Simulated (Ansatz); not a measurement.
Ideal-gas functions of `[OH][Zr]([OH])([OH])[I]` at 400 K and 1 bar, from an Ansatz frequency run at PBE0-D4/def2-TZVP.

Molar mass 269.15 g/mol, point group C3 (symmetry number 3), electronic degeneracy 1, moments of inertia 177.741, 703.946, 703.95 u Å². Harmonic wavenumbers (cm⁻¹, unscaled): 104, 104, 120, 136, 167, 167, 227, 227, 228, 258, 258, 321, 722, 722, 729, 3998, 3998, 4003.

Use S(trans) = R[1.5 ln M + 2.5 ln T − 1.1517]; rotational temperatures θ = 24.2544 K / I; S(rot) = R[ln(√π/σ · √(T³/θAθBθC)) + 1.5]; for each mode x = 1.438777 ν̃/T, S = R[x/(eˣ − 1) − ln(1 − e⁻ˣ)] and H = RT x/(eˣ − 1); 1 cm⁻¹ = 0.0119627 kJ/mol; R = 8.31446 J/(mol·K).

Question: By hand: the entropy, in J/(mol·K).

Answer: Translation 184.7. Rotation: θ = 0.1365, 0.0345, 0.0345 K, giving 119.1. Vibration, mode by mode: 16.54, 16.54, 15.36, 14.34, 12.68, 12.68, 10.23, 10.23, 10.19, 9.23, 9.23, 7.57, 2.38, 2.38, 2.33, 0.00, 0.00, 0.00, in all 151.9. Electronic 0.0. Sum 455.7 J/(mol·K).

Question: By hand: H − E and G − E in kJ/mol, counted from the electronic energy.

Answer: Zero-point energy ½ × 16489 × 0.0119627 = 98.6; thermal vibration 29.9; translation, rotation and pV give 4 RT = 13.3. H − E = 141.8 kJ/mol, and G − E = 141.8 − 400 × 455.7/1000 = -40.5 kJ/mol.

Vibration gives 33 % of the entropy, 62.8 J/(mol·K) of it from the modes under 150 cm⁻¹: soft modes count most, and the harmonic formula is weakest for them. The sum counts one conformer and one mirror image; others add a mixing term.
